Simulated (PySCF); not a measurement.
## Ionisation energy along the 27-electron series

Calculated with PySCF 2.14 and a two-component X2C-1e Hamiltonian (Gaussian nucleus, no Breit or QED terms), each ion in its own even-tempered basis scaled to its charge; GMP2 freezes [Ne] and drops the highest virtual spinors. Values in eV. NIST values: (m) measured, (s) semi-empirical, (t) theoretical.

```csv
ion,configuration,GHF (screened spin-orbit),GMP2 (screened spin-orbit),NIST
Br⁸⁺,[Ar] 3d9,223.85,225.73,224 ± 2.2 (t)
Rb¹⁰⁺,[Ar] 3d9,313.28,315.04,313.1 ± 2.4 (t)
```

Fill in the row of Kr⁹⁺.

configuration: [Ar] 3d9; GHF (screened spin-orbit): 266.98; GMP2 (screened spin-orbit): 268.79; NIST: 268 ± 3 (t).
